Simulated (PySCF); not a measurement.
Calculation: B3LYP-D3(BJ)/def2-TZVP // r2SCAN-D4/def2-SVP (PySCF). Isolated molecules, 0 K electronic values unless said otherwise. B3LYP has the VWN-RPA correlation part, as in Gaussian. 

Reference species: [Zr(Cl)3(F)] (neutral, multiplicity 1).

The mean distance from the central atom to its bonded neighbours comes out as 2.223 Å. The coordination number is 4. The LUMO is -2.76 eV and the HOMO–LUMO gap is 6.67 eV.

After one change: the mean distance from the central atom to its bonded neighbours rises by 0.107 Å; the coordination number is nearly the same; the LUMO falls by 0.19 eV; the HOMO–LUMO gap falls by 0.19 eV.

Name the change that produced these shifts. The new species is one of these.
A. [Zr(Cl)2(F)2]
B. [Zr(Cl)4]
C. [Zr(Cl)(F)3]
D. [Zr(F)4]

B, [Zr(Cl)4]
